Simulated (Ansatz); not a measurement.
Species: CdF2, charge 0, multiplicity 1. SMILES: [F][Cd][F]
Coordinates optimised at B3LYP-D3(BJ)/def2-TZVP (Ansatz, an electronic-structure program):
```xyz
3

Cd     0.0000     0.0000     0.0000
F      0.0000     0.0000    -1.9335
F      0.0000     0.0000     1.9335
```

Quantity: vertical electron affinity to the doublet, in eV. Terms: UHF or UKS for open shells; each state is the SCF solution reached for its charge and spin; no spin-orbit coupling; def2 sets with scalar-relativistic core potentials past Kr; valence correlation only (noble-gas shells and the d and f shells of earlier blocks); LANL2DZ with its own core potentials from Na on; dispersion terms only where a functional's name holds one; 6-31G* and kin with 6d, 5d where marked; STO-3G and 3-21G all-electron and non-relativistic. Ab initio and DFT rows: single points at B3LYP-D3(BJ) geometries (Ansatz).

```csv
level,program,vertical electron affinity to the doublet (eV)
HF/6-31G* with LANL2DZ past Ar,Ansatz,-0.93
PBE/6-31G* with LANL2DZ past Ar,Ansatz,-0.20
B3LYP/STO-3G,Ansatz,-7.39
B3LYP/3-21G,Ansatz,0.09
B3LYP/6-31G* with LANL2DZ past Ar,Ansatz,-0.08
MP2/6-31G* with LANL2DZ past Ar,Ansatz,-0.80
B3LYP/def2-TZVPD,Ansatz,0.79
```

No value to compare with is used here. The 6 habitual levels span -7.39 (B3LYP/STO-3G) to 0.09 eV (B3LYP/3-21G); B3LYP/def2-TZVPD gives 0.79.

The levels are drawn from those run, B3LYP/6-31G* more often than the rest, none by its result; left out are runs that failed, that the program found above a lower state of the same kind, or whose <S^2> lies over 0.5 above the pure value.
